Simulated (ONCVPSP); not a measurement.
**Potentials for Sb compared**

Generated with ld1.x 7.5 (TM, RRKJ, ultrasoft, PAW), atompaw 4.2 or ONCVPSP 4.0.1. The cutoff is in Ry: for ld1.x and atompaw files where the sum of valence levels is converged to 10 mRy in a Bessel basis, for ONCV files where the hardest occupied wave has 1 mHa per electron of residual kinetic energy. The error is the largest all-electron minus pseudo excitation energy over each file’s own four to seven test configurations (ionisations up to +4, promotions, holes and added fractions of an electron), all of which were solved. The labels leave out finer settings (local radius, basis sizes, second energies), which also bear on the numbers. Spin-polarised tests are not counted. The rows are a selection from randomly drawn settings: files with unsolved tests, undetermined cutoffs or missed reference levels are left out.

A true bound ghost makes a file unfit for plane-wave use even where its test errors are small: the radial tests pick states by their node count and pass the ghost by.

```tsv
potential	cutoff (Ry)	largest error (meV)	bound ghosts
ONCV, LDA (Perdew-Wang 92), fully relativistic, rc 1.95/2.30 (sp), local smoothed, core correction yes, reference 5s2 5p3, qcut 3.4/4.2, projectors 2/3	22	-92	none
ONCV, PBE, scalar-relativistic, rc 1.15/1.55/1.20 (spd), local smoothed, core correction yes, reference 4s2 4p6 4d10 5s2 5p3, qcut 10.6/9.4/13.1, projectors 2/2/2	102	-13	none
ONCV, PBE, scalar-relativistic, rc 1.75/2.60 (sp), local s, core correction yes, reference 5s2 5p3, qcut 3.5/3.7, projectors 0/1	15	-313	none
ONCV, PBE, scalar-relativistic, rc 1.95/1.80 (sp), local smoothed, core correction yes, reference 5s1.75 5p3.25, qcut 2.6/5.5, projectors 3/1	73	-10	none
ONCV, BLYP, scalar-relativistic, rc 1.60/1.80/1.25 (spd), local d, core correction yes, reference 4d10 5s2 5p3, qcut 3.3/4.8/12.1, projectors 2/2/0	98	+66	s, p
ONCV, PBE, scalar-relativistic, rc 1.55/2.00/1.15 (spd), local smoothed, core correction yes, reference 4d10 5s2 5p1, qcut 4.2/4.1/13.2, projectors 2/2/2	103	+41	s, p
ONCV, PBE, scalar-relativistic, rc 1.45/1.50/1.40 (spd), local smoothed, core correction yes, reference 4s2 4p6 4d10 5s1.75 5p3.25, qcut 8.1/7.6/10.8, projectors 2/2/2	85	-101	none
ONCV, PBE, scalar-relativistic, rc 1.15/1.55/1.10 (spd), local smoothed, core correction yes, reference 4s2 4p6 4d10 5s2 5p2, qcut 10.9/11/7.7, projectors 3/2/2	292	-24	none
```

(1) Fill in the row for Sb: ONCV, PBE, scalar-relativistic, rc 1.50/1.45/1.10 (spd), local smoothed, core correction no, reference 4s2 4p6 4d10 5s1 5p4, qcut 7.2/10.5/8.7, projectors 2/3/2.

Results:

(1) cutoff 154 Ry, largest error -3.2 meV, bound ghosts: none.
